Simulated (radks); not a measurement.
The numbers below are computed, except where a source is named.
Problem. The technetium ion Tc11+ is in [Ar] 3d10 4s2 4p2. Level of theory: scalar-relativistic Kohn-Sham, BLYP, spin-polarised, spherical densities, finite nucleus; Fermi nuclear charge, rms radius of each element as measured or else 0.836 A^(1/3) + 0.57 fm (a radial shooting solver on a logarithmic mesh with Libxc functionals). Open shells are filled with parallel spins first. One electron is removed from 3d, 4s, 3p, 4p in turn, with full relaxation. Which removal costs least, and what does each cost?

Solution. 4p 238.89 eV; 4s 267.20 eV; 3d 484.15 eV; 3p 648.52 eV. The 4p electron leaves first.
